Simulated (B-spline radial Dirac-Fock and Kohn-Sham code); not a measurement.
# X-ray scattering factor of Pb⁷⁹⁺

System: lead as Pb⁷⁹⁺, 1s2 2s1.

Input of the calculation (task.json; shells as n, l, electrons):

```json
{"items": [{
  "Z": 82,
  "q": 79,
  "cfg": [[1, 0, 2], [2, 0, 1]],
  "A": 208,
  "rrms": 5.5012,
  "do": ["scatter"],
  "s": [0.0, 0.05, 0.1, 0.15, 0.2, 0.25, 0.3, 0.35, 0.4, 0.45, 0.5, 0.6, 0.7, 0.8, 0.9, 1.0, 1.1, 1.2, 1.4, 1.6, 1.8, 2.0, 2.5, 3.0, 3.5, 4.0, 5.0, 6.0],
  "pz": [0, 0.1, 0.2, 0.3, 0.4, 0.5, 0.6, 0.8, 1.0, 1.2, 1.4, 1.6, 1.8, 2.0, 2.5, 3.0, 4.0, 5.0, 7.0, 10.0, 15.0, 20.0, 30.0, 40.0, 60.0, 100.0],
  "hv_scatter": [2000, 5000, 8047.8, 10000, 17479.3, 50000, 500000, 1000000]
}]}
```

Launch: `python xray_run.py task.json out`

Method: configuration-average Dirac-Fock orbitals. Computed with an atomic code on a B-spline grid. f₀ is the Fourier transform of the spherical electron density, S the Waller-Hartree incoherent function, and s = sin θ/λ. The electron scattering factor follows from the Mott-Bethe formula f_e = 0.023934 Å⁻¹·(Z − f₀)/s².

```
s (Å⁻¹)     f₀      S  f_e (Å)
      0  3.000  0.000        –
   0.05  3.000  0.000  756.315
    0.1  3.000  0.001  189.080
   0.15  2.999  0.002   84.036
    0.2  2.998  0.003   47.271
   0.25  2.997  0.005   30.254
    0.3  2.996  0.007   21.010
   0.35  2.995  0.010   15.436
    0.4  2.993  0.013   11.818
   0.45  2.992  0.017    9.338
    0.5  2.990  0.020    7.564
    0.6  2.985  0.029    5.253
    0.7  2.980  0.040    3.860
    0.8  2.974  0.052    2.955
    0.9  2.967  0.065    2.335
      1  2.959  0.080    1.892
    1.1  2.951  0.096    1.564
    1.2  2.942  0.114    1.314
    1.4  2.922  0.152    0.966
    1.6  2.899  0.195    0.740
    1.8  2.873  0.241    0.585
      2  2.845  0.291    0.474
    2.5  2.767  0.425    0.303
      3  2.678  0.566    0.211
    3.5  2.582  0.705    0.155
      4  2.483  0.837    0.119
      5  2.285  1.065    0.076
      6  2.101  1.244    0.053
```

f₀ starts at the number of electrons, 3. The sum of ⟨r²⟩ over the electrons is 0.005604 bohr². For an ion f_e diverges as s goes to zero, because of the net charge.
